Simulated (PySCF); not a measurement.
Isomers of C7H15F, one conformer each; single-point electronic energies without zero-point terms and without any empirical dispersion term.

Computed with PySCF at PBE0/pcSseg-1, non-relativistic, each on one gas-phase PBE0-D3(BJ)/def2-SVP geometry that isn't relaxed in the solvent. The solvent is an IEF-PCM continuum (van der Waals radii × 1.2). Specific hydrogen bonds and non-electrostatic terms are outside this model.

```csv
isomer,"relative energy, gas (kJ/mol)",dipole (D)
`CC(C)C(F)C(C)C`,0.0,1.68
`C([C@@H](C)F)(CC)CC`,10.6,1.80
`CC(C)C(C)(C)CF`,23.6,1.77
`FCCC(C)(CC)C`,26.2,2.02
```

Q: How do the relative energies look in tetrahydrofuran (ε = 7.426)?

A: 
```
               isomer  relative energy, solvent (kJ/mol)  E(solvent) − E(gas) (kJ/mol)  dipole in solvent (D)
     `CC(C)C(F)C(C)C`                                0.0                          -8.5                   2.18
`C([C@@H](C)F)(CC)CC`                                9.6                          -9.4                   2.23
     `CC(C)C(C)(C)CF`                               23.2                          -8.9                   2.15
       `FCCC(C)(CC)C`                               24.3                         -10.3                   2.31
```

The order is unchanged. Conformers: `[CH3:1][CH:2]([CH3:3])[CH:4]([F:5])[CH:6]([CH3:7])[CH3:8]` with C1–C2–C4–F5 -56°, C2–C4–C6–C7 57°; `[CH3:1][CH2:2][CH:3]([CH2:4][CH3:5])[C@@H:6]([CH3:7])[F:8]` with C1–C2–C3–C4 -59°, C2–C3–C4–C5 -63°, C2–C3–C6–C7 -176°; `[CH3:1][CH:2]([CH3:3])[C:4]([CH3:5])([CH3:6])[CH2:7][F:8]` with C1–C2–C4–C5 172°, C2–C4–C7–F8 174°; `[CH3:1][CH2:2][C:3]([CH3:4])([CH3:5])[CH2:6][CH2:7][F:8]` with C1–C2–C3–C4 -178°, C2–C3–C6–C7 -57°, C3–C6–C7–F8 -179°. `FCCC(C)(CC)C` gains most from the continuum, and it has the largest gas-phase dipole. The gains span 1.8 kJ/mol, the gas-phase energies 26.2 kJ/mol.
